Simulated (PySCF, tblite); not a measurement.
Isomers of C3H11FOSi2. Method: GFN2-xTB as coded in tblite; computed harmonic values from a numerical Hessian at the method's own geometry, unscaled. This tight-binding method is rough: wavenumbers can miss measured ones by several per cent, in bad cases by 10 to 20. Modes of hydrogen on silicon can be 10 to 20 % off. One conformer each.

Electronic energies: PBE0/pcSseg-1 single points on the GFN2-xTB geometries (PySCF, gas phase).

```csv
SMILES,"electronic energy, lowest = 0 (kJ/mol)"
CC[C@H](F)[SiH2]O[SiH3],79.2
C[Si](C)(CF)O[SiH3],1.4
C[SiH2]O[Si@H](C)CF,0.0
```

**Question.** How do GFN2-xTB zero-point energies change the relative energies?

**Answer.** 
| SMILES | ZPE (kJ/mol) | of it from modes above 1550 cm⁻¹ | electronic (kJ/mol) | with ZPE, lowest = 0 (kJ/mol) | lowest mode (cm⁻¹) | rings |
| --- | --- | --- | --- | --- | --- | --- |
| C[SiH2]O[Si@H](C)CF | 344.1 | 184.5 | 0.0 | 0.0 | 6i | 0 |
| C[Si](C)(CF)O[SiH3] | 343.8 | 185.4 | 1.4 | 1.1 | 7 | 0 |
| CC[C@H](F)[SiH2]O[SiH3] | 339.9 | 175.7 | 79.2 | 74.9 | 16 | 0 |

The zero-point energies span 4.2 kJ/mol, from `CC[C@H](F)[SiH2]O[SiH3]` to `C[SiH2]O[Si@H](C)CF`. Slightly imaginary modes are left out of the zero-point energy: `C[SiH2]O[Si@H](C)CF` 5.5i cm⁻¹. The order is unchanged.

**Question.** And how do the electronic energies of GFN2-xTB itself compare?

**Answer.** `C[SiH2]O[Si@H](C)CF` 55.9; `C[Si](C)(CF)O[SiH3]` 60.1; `CC[C@H](F)[SiH2]O[SiH3]` 0.0 kJ/mol, lowest = 0. Against the energies above, taken from the same isomer `C[SiH2]O[Si@H](C)CF`, the largest difference is 135.1 kJ/mol.
